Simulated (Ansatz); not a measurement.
Mulliken charges of C2H3BFN, SMILES `FB1CC=N1` from PBE/def2-TZVPP in Ansatz (PBE0-D4/def2-TZVP geometry).

```json
{"atom": "F1", "x (Å)": "-1.468", "y (Å)": "1.708", "z (Å)": "-0.633", "charge (e)": "-0.203"}
{"atom": "B2", "x (Å)": "-0.698", "y (Å)": "0.664", "z (Å)": "-0.456", "charge (e)": "0.354"}
{"atom": "C3", "x (Å)": "0.528", "y (Å)": "0.292", "z (Å)": "0.488", "charge (e)": "-0.265"}
{"atom": "C4", "x (Å)": "0.113", "y (Å)": "-0.999", "z (Å)": "-0.185", "charge (e)": "0.031"}
{"atom": "N5", "x (Å)": "-0.808", "y (Å)": "-0.685", "z (Å)": "-1.034", "charge (e)": "-0.196"}
{"atom": "H6", "x (Å)": "1.521", "y (Å)": "0.642", "z (Å)": "0.200", "charge (e)": "0.093"}
{"atom": "H7", "x (Å)": "0.428", "y (Å)": "0.338", "z (Å)": "1.574", "charge (e)": "0.084"}
{"atom": "H8", "x (Å)": "0.476", "y (Å)": "-2.018", "z (Å)": "-0.011", "charge (e)": "0.102"}
```

Problem. By hand: the dipole of these point charges (1 e Å = 4.8032 D).

Solution. Σ q r = (0.299, -0.203, 0.184) e Å, of length 0.406 e Å = 1.95 D.

Problem. How does the dipole of the full density compare? (Best estimate.)

Solution. The calculation gave: (0.428, -0.070, 0.366) e Å, 2.73 D; the point charges give 0.71 times that, at 24° from its direction.

Point charges leave out the atoms' own dipoles, such as those of lone pairs, and Mulliken's split depends on the basis, so the two needn't agree.
